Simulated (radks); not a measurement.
Au3+, configuration [Xe] 4f14 5d8. Calculated with a radial shooting solver on a logarithmic mesh with Libxc functionals: scalar-relativistic Kohn-Sham, LDA (Slater exchange, Perdew-Zunger correlation), spin-polarised, spherical densities, finite nucleus; open shells are filled with parallel spins first (spin-orbit coupling, left out, can overturn this in heavy ions); Fermi nuclear charge, rms radius 5.4371 fm.

Local quantities along the radius. ELF = 1/(1 + alpha^2) is the electron localisation function; alpha = (tau - tau_W)/tau_unif compares the Pauli kinetic energy density with that of the uniform gas (summed over spins); -r V(r) is the screened charge that the Kohn-Sham potential of spin up presents (atomic units). tau is taken from the large components.

r (bohr)	ELF	alpha	-r V(r)
0.001291	0.999	0.02455	78.35
0.001708	0.999	0.02737	78.13
0.002279	0.999	0.03192	77.84
0.003015	0.998	0.03900	77.46
0.003989	0.997	0.05078	76.97
0.005321	0.995	0.07235	76.30
0.00704	0.987	0.1127	75.47
0.00939	0.961	0.2007	74.38
0.01242	0.865	0.3944	73.03
0.01657	0.597	0.8214	71.30
0.02192	0.356	1.346	69.21
0.02924	0.390	1.249	66.58
0.03869	0.628	0.7699	63.48
0.0516	0.742	0.5903	59.70
0.06828	0.584	0.8445	55.41
0.09107	0.349	1.367	50.38
0.1205	0.536	0.9311	44.95
0.1594	0.717	0.6284	39.11
0.2126	0.444	1.120	32.90
0.2814	0.331	1.421	26.79
0.3753	0.687	0.6746	20.71
0.4965	0.643	0.7457	15.56
0.6622	0.340	1.395	11.42
0.8762	0.472	1.058	8.389
1.169	0.663	0.7129	6.155
1.546	0.513	0.9751	4.800
2.062	0.229	1.832	4.050
2.729	0.051	4.317	3.637
3.64	0.004	16.56	3.340
4.816	0.000	119.8	3.141

On this mesh the ELF has minima near r = 0.025, 0.091, 0.25, 0.76 bohr, which separate the shells, and maxima near 0.052 (0.74), 0.16 (0.72), 0.43 (0.71), 1.2 (0.66).
